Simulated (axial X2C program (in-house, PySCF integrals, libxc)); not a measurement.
**Worked dissociation energy of AlCu: LDA, spin-free**

Computed with an axial X2C code built on PySCF integrals. Spin-free means the one-electron spin-free X2C Hamiltonian. Basis: Cu dyall-cv3z [9s9p6d3f2g], Al dyall-v3z [8s8p2d1f] (cores contracted in-house); Gaussian nuclei, density fitting, unrestricted open shells. Masses: Cu 62.930 u, Al 26.982 u.

Molecular state: M_S = 0, Λ = 0 (closed shell).

* E(Cu) (2M_S = 1, M_L = 0): -1651.971191 hartree
* E(Al) (2M_S = 1, M_L = 0): -241.755238 hartree
* E(AlCu) at Re: -1893.841807 hartree
* ωe: 319.9 cm⁻¹
* ωexe: 1.27 cm⁻¹

Work out De and D0.

De = -1651.971191 + (-241.755238) − (-1893.841807) = 0.11538 hartree = 3.140 eV. The zero-point energy is ωe/2 − ωexe/4 = 160 cm⁻¹ = 0.020 eV, so D0 = 3.120 eV.

The state is one determinant whose occupation by symmetry is held fixed; it was picked as the lowest of a PBE0 search that is not exhaustive. The closed shell is kept restricted, so the energy runs too high when the bond is stretched far. De is counted from the lowest determinant-based energies of the atoms at the same level, without counterpoise correction.

LDA overbinds, often by about an eV.

Each atomic determinant is the lowest at this level and need not be a pure term. Totals compare only within one Hamiltonian and basis.
